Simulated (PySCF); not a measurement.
Working out the ionisation energy of Kr⁺

Kr⁺ [Ar] 3d10 4s2 4p5 (2P) → Kr²⁺ [Ar] 3d10 4s2 4p4 (3P). All numbers are calculated (PySCF 2.14, the non-relativistic Hamiltonian (point nucleus), in pcseg-2). Frozen: [Ar] 3d10. Energies in hartree (1 hartree = 27.21139 eV):

| part | Kr⁺ (lower) | Kr²⁺ (upper) |
| --- | --- | --- |
| UHF | -2751.543031 | -2750.688438 |
| CCSD correlation | -0.156880 | -0.126854 |
| (T) | -0.004041 | -0.003001 |

Q: What does Hartree-Fock give?

A: (-2750.688438) − (-2751.543031) = 0.854593 hartree = 23.255 eV.

Q: What do CCSD and CCSD(T) give?

A: The CCSD correlation energies differ by 0.030026 hartree = 0.817 eV and the triples by 0.001040 hartree = 0.028 eV, so CCSD gives 24.072 eV and CCSD(T) 24.100 eV.

Reference: 24.360 eV (measured; NIST Atomic Spectra Database, ionization energies), between the lowest levels; spin-orbit coupling is absent from the calculation.

The calculation is non-relativistic.

What remains against the reference includes basis incompleteness, the frozen core and higher excitations.
